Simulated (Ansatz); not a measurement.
Consider the germylene formation by 1,1-elimination: `C[O][Ge]([NH2])([O]C)[O]C` → `C[O][Ge][O]C` + `CON`.

Isolated molecules relaxed with PBE0-D4/def2-TZVP in Ansatz; ΔE leaves out vibrations. CBS: MP2 limit from def2 TZ/QZ plus the TZ coupled-cluster correction, frozen cores. This one scheme is used for every species. For Ge outer-core shells are correlated without core-valence functions, which leaves a few kJ/mol of doubt a bond. Scalar relativity is left out up to krypton. Each species was taken in one conformer, which may not be the lowest.

`C[O][Ge]([NH2])([O]C)[O]C`:

Cartesian coordinates in Å:
```
C -1.525 0.365 -1.694
O -0.998 -0.605 -0.814
Ge 0.248 -0.126 0.342
N 0.482 -1.615 1.342
O 1.672 0.513 -0.475
C 2.338 -0.306 -1.410
O -0.235 1.260 1.303
C -1.314 1.120 2.204
H -1.983 1.202 -1.155
H -0.758 0.770 -2.364
H -2.294 -0.118 -2.301
H 0.200 -2.471 0.890
H 1.383 -1.724 1.782
H 3.216 0.237 -1.765
H 1.705 -0.543 -2.275
H 2.677 -1.252 -0.967
H -1.334 2.009 2.838
H -1.206 0.236 2.842
H -2.274 1.050 1.678
```

`C[O][Ge][O]C`:

Cartesian coordinates in Å:
```
C -0.100 -2.099 0.566
O -0.905 -1.200 1.298
Ge -1.057 0.552 1.097
O 0.092 0.746 -0.269
C 0.352 2.006 -0.836
H 0.563 -2.629 1.257
H -0.742 -2.837 0.075
H 0.503 -1.593 -0.190
H 0.085 1.998 -1.897
H -0.210 2.817 -0.351
H 1.418 2.238 -0.752
```

`CON`:

Z-matrix (Å, degrees):
```
C
O 1 1.406
H 1 1.095 2 111.5
H 1 1.095 2 111.5 3 121.8
H 1 1.092 2 106.0 3 -119.1
N 2 1.417 1 108.7 3 -60.9
H 6 1.017 2 104.6 1 124.4
H 6 1.017 2 104.6 1 -124.4
```

| species | HF/CBS(def2) energy (Eh) |
| --- | --- |
| `C[O][Ge]([NH2])([O]C)[O]C` | -2474.72516 |
| `C[O][Ge][O]C` | -2304.50392 |
| `CON` | -170.09608 |

Problem. Work out ΔE.

Solution. ΔE = (-2304.50392) + (-170.09608) − (-2474.72516) = 0.12516 Eh = +328.6 kJ/mol. CCSD(T)/CBS gives +321.1 kJ/mol.

Largest T1 diagnostic among the species: 0.015.

In def2-TZVPP, CCSD(T) changes the Hartree–Fock value by +3.8 kJ/mol (the triples alone add −1.9 kJ/mol) and MP2 by +23.9 kJ/mol. At CCSD(T), def2-SVP lies −12.2 kJ/mol from the extrapolated value and def2-TZVPP +12.0 kJ/mol.
